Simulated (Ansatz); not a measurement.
System: 1-methylsilolane, C5H12Si (charge 0, singlet). 
Structure (B3LYP-D3(BJ)/def2-TZVP (Ansatz, a first-principles code) minimum search):
```xyz
18

C      2.3856     0.2289     0.2073
Si     0.7427    -0.3192    -0.5158
C     -0.4641     1.1047    -0.8483
C     -1.4922     0.9795     0.2977
C     -1.7358    -0.5120     0.5753
C     -0.3691    -1.2137     0.7328
H      2.9670     0.8011    -0.5187
H      2.9874    -0.6293     0.5145
H      2.2287     0.8598     1.0854
H      1.0001    -1.1326    -1.7346
H     -0.9583     0.9546    -1.8121
H      0.0036     2.0900    -0.8803
H     -2.4259     1.4985     0.0684
H     -1.0874     1.4458     1.2022
H     -2.3724    -0.6541     1.4520
H     -2.2703    -0.9462    -0.2758
H     -0.4373    -2.2923     0.5888
H      0.0210    -1.0511     1.7425
```
Charge 0, spin multiplicity 1.

Property: atomisation energy (electronic, to ground-state atoms), in eV. Cores are frozen in the correlated levels unless marked. UHF or UKS for open shells. Spin-orbit coupling is left out. Non-relativistic. The coupled-cluster limit lacks core correlation, which all-electron functionals hold. CBS marks a two-point X^-3 extrapolation of the correlation energy; Hartree-Fock from the larger set. The bracket is a focal-point correction in the basis named.

```json
[
 {"level": "HF/aug-cc-pV(T+d)Z", "program": "Ansatz", "atomisation energy (eV)": "55.81"},
 {"level": "HF/cc-pV(Q+d)Z", "program": "Ansatz", "atomisation energy (eV)": "55.90"},
 {"level": "PBE-D3(BJ)/def2-TZVPD", "program": "Ansatz + dftd3", "atomisation energy (eV)": "74.30"},
 {"level": "revPBE/def2-TZVPD", "program": "Ansatz", "atomisation energy (eV)": "71.56"},
 {"level": "PBE0/def2-TZVPD", "program": "Ansatz", "atomisation energy (eV)": "73.34"},
 {"level": "CAM-B3LYP-D3(BJ)/def2-TZVPD", "program": "Ansatz + dftd3", "atomisation energy (eV)": "73.49"},
 {"level": "CAM-B3LYP-D4/def2-TZVPD", "program": "Ansatz + dftd4", "atomisation energy (eV)": "73.50"},
 {"level": "MP2/cc-pV(T+d)Z", "program": "Ansatz", "atomisation energy (eV)": "72.30"},
 {"level": "SCS-MP2/aug-cc-pV(T+d)Z", "program": "Ansatz", "atomisation energy (eV)": "72.50"},
 {"level": "CCSD(T)/aug-cc-pV(T+d)Z", "program": "Ansatz", "atomisation energy (eV)": "72.02"},
 {"level": "CCSD(T)/cc-pV(T+d)Z", "program": "Ansatz", "atomisation energy (eV)": "71.69"},
 {"level": "CCSD(T) with core electrons (1s frozen past Ne)/cc-pwCVTZ", "program": "Ansatz", "atomisation energy (eV)": "72.01"},
 {"level": "RI-MP2/CBS(aug-cc-pV(T+d)Z,aug-cc-pV(Q+d)Z)+[CCSD(T)-MP2]/aug-cc-pV(D+d)Z", "program": "Ansatz", "atomisation energy (eV)": "73.20"},
 {"level": "RI-MP2/CBS(cc-pV(T+d)Z,cc-pV(Q+d)Z)+[CCSD(T)-MP2]/cc-pV(D+d)Z", "program": "Ansatz", "atomisation energy (eV)": "73.32"},
 {"level": "CCSD(T)/CBS(cc-pV(T+d)Z,cc-pV(Q+d)Z)", "program": "Ansatz", "atomisation energy (eV)": "73.27"}
]
```
